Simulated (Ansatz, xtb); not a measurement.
Ranking isomers of C2H8GaSi

5 gas-phase structures of C2H8GaSi, found in a search over its isomers (lower ones may exist). Each was relaxed with GFN2-xTB; where two conformers were screened, the lower at r2SCAN-D4/def2-SVP is listed:

A. `CC[SiH][GaH2]`, a doublet
B. a doublet given by its coordinates
C. `C[CH2][GaH][SiH2]`, a doublet
D. `[CH3][Ga][CH2][SiH3]`, a doublet
E. a doublet given by its coordinates

B (Å):

| atom | x (Å) | y (Å) | z (Å) |
| --- | --- | --- | --- |
| C | -0.5062 | 0.5696 | 0.4548 |
| C | 2.9245 | -0.8144 | -1.1679 |
| Ga | 2.5840 | 1.0182 | -0.1049 |
| Si | 0.7786 | 0.9266 | 1.8336 |
| H | -0.4577 | 1.3486 | -0.3082 |
| H | -1.5246 | 0.5277 | 0.8273 |
| H | -0.2848 | -0.3803 | -0.0305 |
| H | 0.4335 | 2.2637 | 2.3793 |
| H | 0.4602 | -0.0099 | 2.9373 |
| H | 2.7821 | -1.6669 | -0.4928 |
| H | 2.2218 | -0.9395 | -2.0002 |
| H | 3.9355 | -0.8924 | -1.5835 |

Close contacts (Å): C1–Si4 1.92, C2–Ga3 2.15, Ga3–Si4 2.65, C1–H5 1.09, C1–H6 1.09, C1–H7 1.09, C2–H10 1.10, C2–H11 1.10, C2–H12 1.10, Si4–H8 1.48, Si4–H9 1.48.

E (Å):

```xyz
12

C    -1.4468    0.7667   -0.1781
C     0.0238    1.1899   -0.1160
Ga    1.0602   -0.3996    0.9404
Si   -0.5318   -2.4093    1.5853
H    -1.8544    0.6415    0.8288
H    -1.5511   -0.1889   -0.6988
H    -2.0635    1.5021   -0.7000
H     0.4047    1.3377   -1.1364
H     0.1034    2.1628    0.3885
H    -1.6056   -2.0975    2.5495
H     0.3106   -3.4249    2.2566
H    -1.1981   -3.1288    0.4818
```

Close contacts (Å): C1–C2 1.53, C2–Ga3 2.17, Ga3–Si4 2.64, C1–H5 1.09, C1–H6 1.09, C1–H7 1.09, C2–H8 1.10, C2–H9 1.10, Si4–H10 1.48, Si4–H11 1.48, Si4–H12 1.48.

Task: Estimate their order in r2SCAN-D4/def2-SVP energy at these geometries, lowest first.

Result: Calculated order at r2SCAN-D4/def2-SVP: B (0.000), D (0.064), E (0.250), A (0.417), C (0.467) eV.

Energies above the lowest of each column, in eV; the last columns are at PBE0-D3(BJ)/pcseg-1 geometries and were run for some of them only (a dash: not run or not comparable):

```tsv
structure	GFN2-xTB	HF/STO-3G	r2SCAN-D4/def2-SVP	PBE0-D3(BJ)/pcseg-1	CCSD(T)/def2-SVP + ΔMP2/def2-TZVPP
B	0.041	0.116	0.000	0.000	0.000
D	0.183	0.189	0.064	0.333	0.161
E	0.000	0.000	0.250	0.429	–
A	0.099	0.177	0.417	–	–
C	0.262	0.420	0.467	–	–
```

CCSD(T)/def2-SVP + ΔMP2/def2-TZVPP puts B lowest of those it was run on; GFN2-xTB picks E, HF/STO-3G picks E. Some further structures that were screened fall inside this span and aren't listed. Flexible structures stand in one conformer each, not always the lowest. Frequencies (PBE0-D3(BJ)/pcseg-1) were run for B, D alone. Open shells are spin-unrestricted, some with notable spin contamination. ΔMP2 is the change of the MP2 energy from the smaller to the larger basis.

Over these structures GFN2-xTB departs from r2SCAN-D4/def2-SVP by 0.162 eV on average once a common shift is removed. A GFN2-xTB relaxation took about 0.19 s and the r2SCAN-D4/def2-SVP energy about 4.2 s on a shared host (Ansatz 0.2.0, xtb 6.7.1).
